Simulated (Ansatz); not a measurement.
The cluster Mg3N2, relaxed as a singlet with RKS PBE-D4/def2-SVP in Ansatz, starting from the GFN2-xTB geometry. Force threshold 0.02 eV/Å.

The structure comes from a short search, and lower isomers may exist.

Start:

Cartesian coordinates in Å:
```
Mg -0.8280 1.1644 1.2997
Mg 0.1631 -1.8118 0.5562
Mg 0.8014 -0.1069 -1.6237
N -0.5823 -0.1399 -0.1741
N 0.4458 0.8941 -0.0581
```

| step | energy (eV) | largest force component (eV/Å) | SCF passes |
| --- | --- | --- | --- |
| 1 | -19288.5809 | 2.010 | 62 |
| 2 | -19289.0237 | 1.198 | 44 |
| 3 | -19289.2647 | 1.003 | 45 |
| 4 | -19289.5408 | 0.624 | 51 |
| 5 | -19289.6928 | 1.075 | 44 |
| 6 | -19289.8449 | 1.145 | 43 |
| 7 | -19290.1115 | 1.602 | 42 |
| 8 | -19290.4593 | 1.659 | 43 |
| 9 | -19290.8380 | 2.255 | 39 |
| 10 | -19291.0921 | 1.863 | 40 |
| 11 | -19291.3305 | 0.905 | 37 |
| 13 | -19291.5609 | 0.368 | 37 |
| 15 (rejected) | -19291.5985 | 2.359 | 30 |
| 17 | -19291.6545 | 0.058 | 31 |
| 19 | -19291.6656 | 0.282 | 30 |
| 21 | -19291.6908 | 0.191 | 30 |
| 23 | -19291.7754 | 0.436 | 30 |
| 25 | -19291.8614 | 0.131 | 31 |
| 27 | -19291.8812 | 0.178 | 30 |
| 29 | -19291.8862 | 0.042 | 30 |
| 31 | -19291.9043 | 0.099 | 29 |
| 33 | -19291.9665 | 0.131 | 30 |
| 35 | -19292.0876 | 0.100 | 30 |
| 37 | -19292.1059 | 0.139 | 36 |
| 39 | -19292.1086 | 0.017 | 29 |

Force components are those of the run's own axes.

End:

```tsv
atom	x (Å)	y (Å)	z (Å)
Mg1	1.1703	1.8896	1.0681
Mg2	1.7103	-1.5953	0.1940
Mg3	0.4511	0.7345	-2.2990
N4	-1.5341	-1.0335	0.6762
N5	-1.7975	0.0048	0.3607
```

Bonds lost: Mg1–N4, Mg1–N5, Mg2–N4, Mg3–N4, Mg3–N5 (atoms count from 1). Metal–metal contacts that move far: Mg2–Mg3 2.84 to 3.64 Å. The end holds 2 separate pieces.

The force fell under the threshold at step 18, but the optimiser went on and released 0.449 eV more. No frequencies were taken in this run, so the end may be a saddle point.

Run time 56 s (4 threads of Arm Neoverse N1 on a shared host).
